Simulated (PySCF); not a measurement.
## Carbon: a sound run and one with changed settings

Sound run: C⁺ [He] 2s2 2p1, C²⁺ [He] 2s2. All numbers are calculated (PySCF 2.14, the spin-free X2C one-electron Hamiltonian (Gaussian nucleus), in x2c-TZVPall). The sound run starts from symmetry-adapted Hartree-Fock orbitals and uses a fine grid where one is needed.

Changed run: 6 angular points. This setting is unsound on purpose.

| species | method | sound run (hartree) | changed run (hartree) | converged |
| --- | --- | --- | --- | --- |
| C⁺ | UHF | -37.31066 | -37.31066 | yes |
| C⁺ | BP86 | -37.43664 | -37.78444 | yes |
| C⁺ | MN15 | -37.41542 | -37.40928 | yes |
| C²⁺ | UHF | -36.42257 | -36.42257 | yes |
| C²⁺ | BP86 | -36.52126 | -36.52126 | yes |
| C²⁺ | MN15 | -36.51809 | -36.51809 | yes |

Ionisation energy of C⁺:

```json
{"method": "UHF", "sound run (eV)": "24.166", "changed run (eV)": "24.166"}
{"method": "BP86", "sound run (eV)": "24.909", "changed run (eV)": "34.373"}
{"method": "MN15", "sound run (eV)": "24.418", "changed run (eV)": "24.250"}
```

A coarse angular grid integrates products of high-l functions wrongly, so density functionals can shift, and the SCF can exploit the error; Hartree-Fock and MP2 need no grid.

For comparison, NIST gives 24.383 eV between the lowest levels.
